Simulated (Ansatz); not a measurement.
Consider the formal exchange of groups at the In–Br bond: `[OH][In]([Br])[Br]` + `FC(Cl)Cl` → `[OH][InH][Br]` + `FC(Cl)(Cl)Br`.

Calculated with Ansatz (gas phase, PBE0-D4/def2-TZVP geometries, no zero-point term in ΔE). CCSD(T)/CBS is the MP2 limit (def2-TZVPP, def2-QZVPP) plus CCSD(T) − MP2 in def2-TZVPP, frozen cores. DFT in def2-TZVPP. B3LYP here is the variant with VWN-RPA as its local correlation; programs differ in this. HSE06 is defined as in plane-wave codes. def2 core potentials past Kr. For Br, In outer-core shells are correlated without core-valence functions, which leaves a few kJ/mol of doubt a bond. Scalar relativity is left out up to krypton. Each species was taken in one conformer, which may not be the lowest.

```
             level  ΔE (kcal/mol)  difference from CCSD(T)/CBS
            PBE-D4           46.8                         -4.1
         revPBE-D4           46.0                         -4.9
           BLYP-D4           47.2                         -3.7
         r2SCAN-D4           49.5                         -1.4
            B97M-V           48.4                         -2.5
           PBE0-D4           50.1                         -0.8
          B3LYP-D4           49.9                         -1.0
        r2SCANh-D4           50.4                         -0.5
          HSE06-D4           50.2                         -0.7
          BHLYP-D4           53.9                          3.0
      CAM-B3LYP-D4           50.2                         -0.7
           ωB97X-V           49.9                         -1.0
           ωB97M-V           49.3                         -1.6
            B2PLYP           51.3                          0.4
               PBE           47.6                         -3.3
            revPBE           48.7                         -2.2
              BLYP           49.1                         -1.8
            r2SCAN           49.6                         -1.3
              PBE0           50.7                         -0.2
             B3LYP           51.2                          0.3
           r2SCANh           50.5                         -0.4
           r2SCAN0           51.8                          0.9
             HSE06           50.7                         -0.2
             BHLYP           54.6                          3.7
         CAM-B3LYP           50.7                         -0.2
           LC-ωPBE           50.5                         -0.4
RPA@PBE/def2-TZVPP           48.2                         -2.7
       HF/def2-SVP           61.0                         10.1
      MP2/def2-SVP           52.9                          2.0
     CCSD/def2-SVP           53.8                          2.9
  CCSD(T)/def2-SVP           52.4                          1.5
    MP2/def2-TZVPP           50.2                         -0.7
SCS-MP2/def2-TZVPP           50.6                         -0.3
   CCSD/def2-TZVPP           51.8                          0.9
CCSD(T)/def2-TZVPP           50.4                         -0.5
     HF/def2-QZVPP           60.0                          9.1
    MP2/def2-QZVPP           50.5                         -0.4
SCS-MP2/def2-QZVPP           51.0                          0.1
     MP2/CBS(def2)           50.7                         -0.2
    CCSD/CBS(def2)           52.3                          1.4
       CCSD(T)/CBS           50.9                            0
```

Largest T1 diagnostic among the species: 0.014.

In def2-TZVPP, CCSD(T) changes the Hartree–Fock value by −9.7 kcal/mol (the triples alone add −1.4 kcal/mol) and MP2 by −9.9 kcal/mol. The D4 term adds −1.3 kcal/mol with B3LYP and −0.6 kcal/mol with PBE0; it sums over pairs of atoms, weighted by their polarisabilities, and B3LYP, whose exchange is more repulsive, gets the larger term. From BLYP to BHLYP (50 % exact exchange), in def2-TZVPP and without D4, ΔE moves by +5.5 kcal/mol.
